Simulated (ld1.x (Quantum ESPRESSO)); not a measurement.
**Scattering properties, RRKJ potential for H (Z = 1)**

- Element: H (Z = 1)
- Generator: ld1.x (Quantum ESPRESSO) 7.5
- Type: norm-conserving RRKJ (Kleinman–Bylander form)
- Functional: Wu–Cohen
- Relativity: non-relativistic
- Frozen core: none
- Valence charge: 1
- Reference configuration: 1s1
- Partial waves: 1s (bound): rc 0.90 bohr; 2p channel at 0.35 Ry: rc 0.70 bohr
- Local potential: all-electron potential smoothed inside 0.55 bohr (lloc = -1)
- Core correction: none

The phase is arctan(r·u′/u) with u = r·R(r), unwrapped; energies in Ry, scanned from -2 to 5 Ry. A pole is an energy at which the radial function vanishes at the test radius. The pseudo phase is shifted by a multiple of π to meet the all-electron one at the reference energy, and phase errors are pseudo minus all-electron; the curves can meet again beyond the range given. Levels narrower than the energy grid can be missing from the lists of poles.

```json
{"channel": "s", "radius (bohr)": "1.01", "reference energy (Ry)": "-0.47", "poles, all-electron": "none", "poles, pseudo": "none", "unbroken range about the reference energy with phases within 0.05 rad": "the whole range", "phase error 1 Ry above the reference energy (rad)": "+0.000"}
{"channel": "p", "radius (bohr)": "1.01", "reference energy (Ry)": "0.35", "poles, all-electron": "none", "poles, pseudo": "none", "unbroken range about the reference energy with phases within 0.05 rad": "the whole range", "phase error 1 Ry above the reference energy (rad)": "+0.000"}
```

Phases in the p channel:

```csv
E (Ry),all-electron,pseudo
-2.00,1.114,1.114
-1.52,1.093,1.093
-1.04,1.071,1.071
-0.56,1.045,1.045
-0.08,1.016,1.016
0.40,0.983,0.983
0.88,0.944,0.944
1.36,0.900,0.900
1.84,0.848,0.848
2.32,0.785,0.785
2.80,0.711,0.711
3.28,0.622,0.622
3.76,0.515,0.515
4.24,0.386,0.386
4.72,0.234,0.234
```
